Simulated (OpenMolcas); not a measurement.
# Ru3+ in Cs2NaYCl6: curves along the breathing mode

Ru3+ with its 6 nearest chloride ions, on the Y site of Cs2NaYCl6 (a = 10.7396 Å, distance in the model lattice 2.619 Å). The rest of the host is ab initio model potentials to 7.6 Å, with orthogonalisation functions on the cations behind the ligands, and point charges beyond; the distance is set by hand and nothing relaxes. Ligand basis ANO-RCC-VDZP.

```yaml
Program: OpenMolcas
Method: "SS-CASPT2, IPEA 0.25 Eh, imaginary shift 0.1 Eh (closed shells correlated: 4s 4p and the ligand valence shells)"
Basis: ANO-RCC-VDZP [6s5p3d1f]
Scalar_Hamiltonian: DKH2, point nucleus
Active_space: 5 electrons in 5 orbitals (4d)
State_averaging: 2S+1 = 6 even, 1 root; 2S+1 = 4 even, 24 roots; 2S+1 = 2 even, 75 roots
Spin-orbit_coupling: state interaction with AMFI integrals over the reference wave functions
```

Spin-free energies (labels of O, the rotations of Oh) in cm-1 above the lowest fitted minimum, as all ligands move together:

```
R (Å)  2A1(2)
2.338    6120
2.393    2260
2.448     220
2.503     250
2.668   12920
```

Quadratic fits give the following; the wavenumber is harmonic, with the mass of all moving ligands, small differences in it between states hang on the degree of the fit, a number in brackets counts states of one label, and the table is a selection of at most 14 states with clean curves.

| State | R0 (Å) | Breathing mode (cm-1) | Minimum (cm-1) |
| --- | --- | --- | --- |
| 2A1(2) | 2.473 | 328 | 0 |

Roots that are degenerate in the reference are averaged as groups; the widest CASPT2 spread within a group is 740 cm-1 (the 3-fold group of multiplicity 2 near 41400 cm-1 above the lowest state of its run, R = 2.393). Shifts and gaps below about the spread of the groups concerned are not significant. Over all roots computed the reference weight is 0.64 to 0.66 in R = 2.338, 0.64 to 0.67 in R = 2.393, 0.64 to 0.67 in R = 2.448, 0.64 to 0.67 in R = 2.503, 0.63 to 0.67 in R = 2.668; a low but even weight reflects the number of correlated electrons. An orbital triplet at a regular site is open to Jahn-Teller coupling, which can distort the site and quench the lowest spin-orbit gaps and is left out. Ligand-to-metal charge-transfer states are missing. With no ligand orbital active B as a rule stays too high, so bands that hang on it stand too high and its fall with covalency is understated. With one d shell and no ligand orbital active, 10Dq can be off by a tenth or more. The least metal-like active orbital is 70 % on the metal (Löwdin) and no ligand orbital is active, so the numbers are rough (holds for R = 2.338). The least metal-like active orbital is 72 % on the metal (Löwdin) and no ligand orbital is active, so the numbers are rough (holds for R = 2.393). These CASPT2 states fit no ligand-field parameters well, so their order and spin gaps are uncertain (holds for R = 2.393; R = 2.448; R = 2.503; R = 2.668). This shell can be high or low spin here, a state of another spin lies low, and with metal d orbitals alone active their balance is uncertain, so the ground spin may be wrong, although the usual error favours high spin (holds for R = 2.448; R = 2.503; R = 2.668). The least metal-like active orbital is 78 % on the metal (Löwdin) and no ligand orbital is active, so the numbers are rough (holds for R = 2.448). The least metal-like active orbital is 79 % on the metal (Löwdin) and no ligand orbital is active, so the numbers are rough (holds for R = 2.503). The least metal-like active orbital is 82 % on the metal (Löwdin) and no ligand orbital is active, so the numbers are rough (holds for R = 2.668). No measured value stands beside these numbers.
